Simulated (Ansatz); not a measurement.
input.yaml

```yaml
crystal:
  periodic: [false, false, false]
  atoms:
    - { symbol: C, position_ang: [-0.199482, -1.33639, 2.029616] }
    - { symbol: Si, position_ang: [0.544841, -0.136193, 0.777679] }
    - { symbol: P, position_ang: [2.115068, -0.984118, -0.520911] }
    - { symbol: Si, position_ang: [0.792764, 0.065795, -2.110392] }
    - { symbol: C, position_ang: [-0.5515, 0.275318, -0.722642] }
    - { symbol: Si, position_ang: [-1.452602, 1.923001, -0.674546] }
    - { symbol: H, position_ang: [0.539931, -1.624427, 2.796242] }
    - { symbol: H, position_ang: [-0.560329, -2.259005, 1.545386] }
    - { symbol: H, position_ang: [-1.055874, -0.874765, 2.550463] }
    - { symbol: H, position_ang: [1.00118, 1.049098, 1.504289] }
    - { symbol: H, position_ang: [2.630643, -2.211779, 0.029461] }
    - { symbol: H, position_ang: [2.434704, 0.357928, -1.289778] }
    - { symbol: H, position_ang: [0.162673, -0.883265, -3.071384] }
    - { symbol: H, position_ang: [-1.309405, -0.523579, -0.820102] }
    - { symbol: H, position_ang: [-2.158574, 2.177833, -1.923394] }
    - { symbol: H, position_ang: [-2.436192, 1.966755, 0.400828] }
    - { symbol: H, position_ang: [-0.516945, 3.017495, -0.460515] }
magnetization:
  spin_polarized: true
basis:
  gaussian: { orbitals: STO-3G }
hamiltonian:
  xc: pbe
phonons: {}
```

Run as:

```bash
$ ansatz run input.yaml --threads 1 --pin off --max-ram 2048MiB --backend cpu --events-out ev --progress --plain --runs-dir out
```

Hardware: 1 thread of Arm Neoverse V2, with other jobs on the host.

Task: Roughly how long does this run take, and how much memory?

Result: 6.5 min, with a peak of 0.15 GiB, for 0 ionic steps.
